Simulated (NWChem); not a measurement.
System: C2H3ClF2Si; SMILES Cl/C(F)=C\[SiH2]F

Excerpt of the output:

```
             Northwest Computational Chemistry Package (NWChem) 7.3.0
             --------------------------------------------------------

                             Geometry "geometry" -> ""
                             -------------------------

 Output coordinates in angstroms (scale by  1.889725989 to convert to a.u.)

  No.       Tag          Charge          X              Y              Z
 ---- ---------------- ---------- -------------- -------------- --------------
    1 F                    9.0000    -0.42975200     2.98281300     0.00000000
    2 Si                  14.0000     0.42128000     1.60853400     0.00000000
    3 C                    6.0000    -0.83255300     0.23100700     0.00000000
    4 C                    6.0000    -0.54712400    -1.06756800     0.00000000
    5 F                    9.0000    -1.46061800    -2.03551800     0.00000000
    6 Cl                  17.0000     1.06575600    -1.72987300     0.00000000
    7 H                    1.0000     1.26949700     1.57284100     1.21664200
    8 H                    1.0000     1.26949700     1.57284100    -1.21664200
    9 H                    1.0000    -1.89434200     0.47418000     0.00000000

 Effective nuclear repulsion energy (a.u.)     345.4407244558

                                 NWChem DFT Module
                                 -----------------

 Summary of "ao basis" -> "ao basis" (spherical)
 ------------------------------------------------------------------------------
       Tag                 Description            Shells   Functions and Types
 ---------------- ------------------------------  ------  ---------------------
 F                          def2-svp                 6       14   3s2p1d
 Si                         def2-svp                 8       18   4s3p1d
 C                          def2-svp                 6       14   3s2p1d
 Cl                         def2-svp                 8       18   4s3p1d
 H                          def2-svp                 3        5   2s1p

 in cosmo_initialize ...
 calling solv_data for solv:h2o

 solvent parameters
 solvname_short: h2o
 solvname_long:  water
 dielec:       78.4000
 dielecinf:     1.7769
 aqueous SMD model solvent descriptors
 dielec:       78.4000
 sola:          0.8200

          ---------------
          -cosmo- solvent
          ---------------
 Cosmo: York-Karplus, doi: 10.1021/jp992097l
 dielectric constant -eps-     =  78.40
 screen = (eps-1)/(eps    )    =   0.98724
 surface charge correction     = lagrangian

   van der Waals surface
 --------------------------

 ---------- ATOMIC COORDINATES (A.U.) ------------ VDWR(ANG.) --
     1   -0.81211352    5.63669925    0.00000000     1.730
     2    0.79610376    3.03968850    0.00000000     2.470
     3   -1.57329704    0.43653993    0.00000000     1.850
     4   -1.03391444   -2.01741099    0.00000000     1.850
     5   -2.76016779   -3.84657126    0.00000000     1.730
     6    2.01398681   -3.26898597    0.00000000     2.380
     7    2.39900147    2.97223851    2.29912001     1.200
     8    2.39900147    2.97223851   -2.29912001     1.200
     9   -3.57978731    0.89607027    0.00000000     1.200
 number of segments per atom =        128
 number of   points per atom =        128
 atom (   nspa,  nppa )
 ----------------------
    1 (     66,     0 )       0
    2 (     80,     0 )       0
    3 (     30,     0 )       0
    4 (     24,     0 )       0
    5 (     78,     0 )       0
    6 (     90,     0 )       0
    7 (     31,     0 )       0
    8 (     31,     0 )       0
    9 (     52,     0 )       0
 number of -cosmo- surface points =      482
 molecular surface =    152.037 angstrom**2
 molecular volume  =    145.303 angstrom**3
 -lineq- algorithm             =   0
 -bem- low  level              =   3
 -bem- from -octahedral-
 gaussian surface charge width =   4.50000
 degree of switching           =   1.00000
 switching function tolerance  =   0.00010
 atomic radii =
 --------------
    1  9.000  1.730
    2 14.000  2.470
    3  6.000  1.850
    4  6.000  1.850
    5  9.000  1.730
    6 17.000  2.380
    7  1.000  1.200
    8  1.000  1.200
    9  1.000  1.200
 ...... end of -cosmo- initialization ......

 nat:                     9
 ixmem:                  4523
 calling mnsol_interface()
 G(SMD-CDS) energy (kcal/mol)  =     4.522
 SMD-CDS SASA (angstrom**2)    =   159.897

            General Information
            -------------------
          SCF calculation type: DFT
          Wavefunction type:  closed shell.
          No. of atoms     :     9
          No. of electrons :    64
           Alpha electrons :    32
            Beta electrons :    32
          Charge           :     0
          Spin multiplicity:     1
          Use of symmetry is: off; symmetry adaption is: off
          Maximum number of iterations: 150
          AO basis - number of functions:   107
                     number of shells:    49
          Convergence on energy requested:  1.00D-06
          Convergence on density requested:  1.00D-05
          Convergence on gradient requested:  5.00D-04

              XC Information
              --------------
                         PBE0 Method XC Functional
                     Hartree-Fock (Exact) Exchange  0.250
          PerdewBurkeErnzerhof Exchange Functional  0.750
            Perdew 1991 LDA Correlation Functional  1.000 local
           PerdewBurkeErnz. Correlation Functional  1.000 non-local

             Grid Information
             ----------------
          Grid used for XC integration:  medium
          Radial quadrature: Mura-Knowles
          Angular quadrature: Lebedev.
          Tag              B.-S. Rad. Rad. Pts. Rad. Cut. Ang. Pts.
          ---              ---------- --------- --------- ---------
          F                   0.50       49          12.0       434
          Si                  1.10       88           9.0       590
          C                   0.70       49          10.0       434
          Cl                  1.00       88          10.0       590
          H                   0.35       45          10.0       434
          Grid pruning is: on
          Number of quadrature shells:   507
          Spatial weights used:  Erf1

      Superposition of Atomic Density Guess
      -------------------------------------

 Sum of atomic energies:       -1023.39454435

      Non-variational initial energy
      ------------------------------

 Total energy =   -1025.404964
 1-e energy   =   -2104.264514
 2-e energy   =     733.418826
 HOMO         =      -0.279135
 LUMO         =       0.047199

   convergence    iter        energy       DeltaE   RMS-Dens  Diis-err
 ---------------- ----- ----------------- --------- --------- ---------
     COSMO gas phase
 d= 0,ls=0.0,diis     1  -1026.2726160852 -1.37D+03  1.76D-02  1.23D+00
 d= 0,ls=0.0,diis     2  -1026.1288760872  1.44D-01  1.06D-02  2.79D+00
 d= 0,ls=0.0,diis     3  -1026.4150049726 -2.86D-01  2.00D-03  2.38D-02
 d= 0,ls=0.0,diis     4  -1026.4165201587 -1.52D-03  8.85D-04  1.49D-02
 d= 0,ls=0.0,diis     5  -1026.4183275763 -1.81D-03  1.68D-04  6.58D-04
  Resetting Diis
 d= 0,ls=0.0,diis     6  -1026.4183865014 -5.89D-05  2.98D-05  1.12D-05
 d= 0,ls=0.0,diis     7  -1026.4183877729 -1.27D-06  1.53D-05  1.12D-06
 d= 0,ls=0.0,diis     8  -1026.4183876956  7.72D-08  8.38D-06  1.96D-06

   convergence    iter        energy       DeltaE   RMS-Dens  Diis-err
 ---------------- ----- ----------------- --------- --------- ---------
     COSMO solvation phase
 d= 0,ls=0.0,diis     1  -1026.4144923881  3.90D-03  7.61D-04  1.13D-03
 d= 0,ls=0.0,diis     2  -1026.4147565546 -2.64D-04  2.19D-04  6.12D-04
 d= 0,ls=0.0,diis     3  -1026.4147969962 -4.04D-05  8.14D-05  1.67D-04
 d= 0,ls=0.0,diis     4  -1026.4148122698 -1.53D-05  2.17D-05  6.04D-06
 d= 0,ls=0.0,diis     5  -1026.4148127906 -5.21D-07  9.39D-06  1.61D-06

         Total DFT energy =    -1026.414812790620
      One electron energy =    -2106.131021577583
           Coulomb energy =      815.947356081850
    Exchange-Corr. energy =      -81.513766511496
 Nuclear repulsion energy =      345.440724455782

             COSMO energy =       -0.158105239172

 Numeric. integr. density =       64.000001565338

                                COSMO-SMD solvation results
                                ---------------------------

             internal energy in gas <Psi(g)|H|Psi(g)> =     -1026.418387695632
         internal energy in solvent <Psi(s)|H|Psi(s)> =     -1026.418023147165
                               delta internal energy  =         0.000364548467 (    0.23 kcal/mol)
   total free energy in solvent <Psi(s)|H+V/2|Psi(s)> =     -1026.422019103677
 polarization energy contribution <Psi(s)|V/2|Psi(s)> =        -0.003995956513 (   -2.51 kcal/mol)
    total free energy in solvent including G(SMD-CDS) =     -1026.414812790620
                       G(SMD-CDS) energy contribution =         0.007206313058 (    4.52 kcal/mol)
     1 M fixed-concentration free energy of solvation =         0.003574905012 (    2.24 kcal/mol)

                       DFT Final Molecular Orbital Analysis
                       ------------------------------------

 Vector   30  Occ=2.000000D+00  E=-3.553478D-01
              MO Center=  8.2D-01,  1.2D+00,  4.3D-06, r^2= 3.7D+00
   Bfn.  Coefficient  Atom+Function         Bfn.  Coefficient  Atom+Function
  ----- ------------  ---------------      ----- ------------  ---------------
    93      0.287840  7 H  s                 98     -0.287838  8 H  s
    24      0.261569  2 Si pz                 6      0.255782  1 F  pz
    87     -0.245824  6 Cl pz                 9     -0.189442  1 F  pz
    84     -0.187807  6 Cl pz                94      0.186642  7 H  s
    99     -0.186641  8 H  s                 21     -0.140265  2 Si pz

 Vector   31  Occ=2.000000D+00  E=-3.550715D-01
              MO Center=  4.9D-01, -8.8D-01, -4.1D-06, r^2= 3.6D+00
   Bfn.  Coefficient  Atom+Function         Bfn.  Coefficient  Atom+Function
  ----- ------------  ---------------      ----- ------------  ---------------
    86      0.491503  6 Cl py                83      0.376279  6 Cl py
    36     -0.233088  3 C  px                35     -0.218781  3 C  s
    80      0.216011  6 Cl py                85      0.156632  6 Cl px
   103      0.152997  9 H  s                 39     -0.149882  3 C  px
    82      0.123671  6 Cl px                64     -0.117524  5 F  px

 Vector   32  Occ=2.000000D+00  E=-2.849873D-01
              MO Center= -2.6D-01, -4.4D-01,  2.2D-09, r^2= 3.1D+00
   Bfn.  Coefficient  Atom+Function         Bfn.  Coefficient  Atom+Function
  ----- ------------  ---------------      ----- ------------  ---------------
    38      0.388968  3 C  pz                52      0.328850  4 C  pz
    87     -0.327361  6 Cl pz                41      0.298605  3 C  pz
    84     -0.224853  6 Cl pz                66      0.200359  5 F  pz
    55      0.162817  4 C  pz                69     -0.159969  5 F  pz
    81     -0.129031  6 Cl pz                93     -0.114055  7 H  s

 Vector   33  Occ=0.000000D+00  E=-2.226304D-02
              MO Center= -4.3D-01, -2.7D-01,  3.2D-09, r^2= 3.0D+00
   Bfn.  Coefficient  Atom+Function         Bfn.  Coefficient  Atom+Function
  ----- ------------  ---------------      ----- ------------  ---------------
    55      0.554837  4 C  pz                52      0.504729  4 C  pz
    41     -0.487158  3 C  pz                27     -0.332787  2 Si pz
    38     -0.327454  3 C  pz                94      0.289498  7 H  s
    99     -0.289498  8 H  s                 87     -0.225315  6 Cl pz
    66      0.184468  5 F  pz                69     -0.184849  5 F  pz

 Vector   34  Occ=0.000000D+00  E= 1.887499D-02
              MO Center=  5.4D-01,  9.5D-01,  3.4D-10, r^2= 4.4D+00
   Bfn.  Coefficient  Atom+Function         Bfn.  Coefficient  Atom+Function
  ----- ------------  ---------------      ----- ------------  ---------------
    26      0.948633  2 Si py                35      0.417328  3 C  s
     3     -0.397722  1 F  s                 85      0.395416  6 Cl px
    49      0.385272  4 C  s                 25     -0.365877  2 Si px
    18     -0.324282  2 Si s                 48      0.296384  4 C  s
    78     -0.289658  6 Cl s                 94      0.264990  7 H  s

 Vector   35  Occ=0.000000D+00  E= 4.529456D-02
              MO Center=  1.3D-01, -7.2D-01, -2.5D-09, r^2= 4.1D+00
   Bfn.  Coefficient  Atom+Function         Bfn.  Coefficient  Atom+Function
  ----- ------------  ---------------      ----- ------------  ---------------
    49      0.958888  4 C  s                 85      0.688810  6 Cl px
    35     -0.654201  3 C  s                104      0.578899  9 H  s
    78     -0.521829  6 Cl s                 53      0.495118  4 C  px
    50      0.432893  4 C  px                86     -0.359701  6 Cl py
    25      0.302655  2 Si px                48      0.282847  4 C  s

     Multipole analysis of the density
     ---------------------------------

     L   x y z        total         alpha         beta         nuclear
     -   - - -        -----         -----         ----         -------
     0   0 0 0     -0.000000    -32.000000    -32.000000     64.000000

     1   1 0 0      0.138967      0.665662      0.665662     -1.192357
     1   0 1 0     -0.183154     -0.316252     -0.316252      0.449350
     1   0 0 1     -0.000000     -0.000000     -0.000000      0.000000

     2   2 0 0    -33.878075   -115.899341   -115.899341    197.920607
     2   1 1 0      0.223661      2.232337      2.232337     -4.241014
     2   1 0 1     -0.000000     -0.000000     -0.000000      0.000000
     2   0 2 0    -40.630202   -407.401748   -407.401748    774.173295
     2   0 1 1      0.000000      0.000000      0.000000      0.000000
     2   0 0 2    -35.478509    -23.025208    -23.025208     10.571906
```

Level: PBE0/def2-SVP, SMD on the gas-phase geometry. Geometry: optimised at B3LYP/6-31G* (spherical d). Solvent: water.

### Question
Which NWChem input produces such a log?

### Answer
Several could match; the one computed here: the input that was run:
```
start job
memory heap 200 mb stack 900 mb global 1100 mb
geometry units angstroms noautosym nocenter noautoz
  F     -0.429752     2.982813     0.000000
  Si     0.421280     1.608534     0.000000
  C     -0.832553     0.231007     0.000000
  C     -0.547124    -1.067568     0.000000
  F     -1.460618    -2.035518     0.000000
  Cl     1.065756    -1.729873     0.000000
  H      1.269497     1.572841     1.216642
  H      1.269497     1.572841    -1.216642
  H     -1.894342     0.474180     0.000000
end
basis spherical
  F library def2-svp
  Si library def2-svp
  C library def2-svp
  Cl library def2-svp
  H library def2-svp
end
dft
  xc pbe0
  iterations 150
end
cosmo
  do_cosmo_smd true
  solvent water
end
task dft energy
```
